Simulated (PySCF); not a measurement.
**Bond length, frequency and bond energy of NaBe by level of theory**

State: ²Σ⁺ (doublet), unpaired electrons σ ↑. Set-up: PySCF, no relativity, basis sets Na def2-TZVP, Be def2-TZVP. De refers to Na + Be in their ground configurations, without counterpoise correction. The functionals are run spin-unrestricted. A positive dipole means Na(−)Be(+). Levels whose curve was spin-contaminated or gave no clean fit are not listed.

```
       Level  Re (Å)  ωe (cm⁻¹)  De (eV)  μ (D)
    ROHF-MP2   3.221       96.1    0.060    n/a
   ROHF-CCSD   3.149        126    0.076    n/a
ROHF-CCSD(T)   3.087        143    0.104    n/a
         PBE   2.886        225    0.429  -2.51
        BP86   2.912        215    0.384  -2.47
        TPSS   2.889        238    0.470  -3.06
      r²SCAN   2.912        224    0.452  -2.84
       B3LYP   2.898        213    0.296  -2.42
        PBE0   2.901        220    0.360  -2.75
     LC-ωPBE   2.893        221    0.268  -3.74
```

Problem. Which functional lies closest to ROHF-CCSD(T) in De, which farthest, and by how much do they differ from it?

Solution. Closest is LC-ωPBE (-19.4 pm in Re, +54.5 % in ωe, +0.16 eV in De against ROHF-CCSD(T) in the same basis), farthest TPSS (-19.8 pm in Re, +66.4 % in ωe, +0.37 eV in De). CCSD(T) converges more slowly with the basis than the functionals do and binds too weakly in this one, so the order can change at the basis-set limit.

Problem. What does a quarter of exact exchange do here, going from PBE to PBE0?

Solution. PBE0 less PBE: +1.5 pm in Re, -2.2 % in ωe, -0.07 eV in De. Exact exchange removes part of the self-interaction that spreads semilocal densities, and in most molecules shortens and stiffens the bond and lowers De; here Re and ωe go the other way.

Problem. What does the step from GGA to meta-GGA do here, going from PBE to r²SCAN?

Solution. r²SCAN less PBE: +2.6 pm in Re, -0.4 % in ωe, +0.02 eV in De. 

Correlated steps freeze 1 core orbital. The bond is weak. Basis-set superposition, not corrected here, can be much of De in a small basis, most of all at correlated wavefunction levels. Functionals without a dispersion term scatter widely for such bonds, and LDA overbinds them. The state was picked by a PBE0 search and need not be the measured ground state.
